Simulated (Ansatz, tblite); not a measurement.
Removing an electron: ReO3(OH) (ReO₄H). Total charge 0; singlet. Geometry: PBE-D4/def2-SVP. Ansatz, gas phase; energy differences of separate SCF runs; the oxidised species was run as a doublet alone.

Cartesian coordinates in Å:
```
Re -0.072 0.141 -0.410
O -1.457 -0.207 -1.366
O 0.079 1.843 -0.223
O 1.336 -0.424 -1.218
O -0.283 -0.709 1.259
H 0.397 -0.643 1.959
```

In the def2 sets Re takes a core potential; there is no spin–orbit coupling. The xTB rows come from tblite.

```csv
level,−HOMO (eV),vertical IE (eV),−LUMO (eV),HOMO–LUMO gap (eV),remarks
GFN2-xTB,13.58,17.08,10.48,3.10,–
PBE-D4/def2-TZVP,8.07,11.50,3.83,4.24,–
PBE0-D4/def2-TZVP,9.70,11.80,3.18,6.52,spin-contaminated (⟨S²⟩ 0.83) (+1 doublet)
```

Q: Estimate the rows for GFN1-xTB, r2SCAN-D4/def2-TZVP.

A: 
| level | −HOMO (eV) | vertical IE (eV) | −LUMO (eV) | HOMO–LUMO gap (eV) |
| --- | --- | --- | --- | --- |
| GFN1-xTB | 15.97 | 19.76 | 12.63 | 3.34 |
| r2SCAN-D4/def2-TZVP | 8.46 | 11.65 | 3.85 | 4.61 |

  Raw xTB energy differences between charge states are shifted by several eV; the methods need an empirical correction for them.
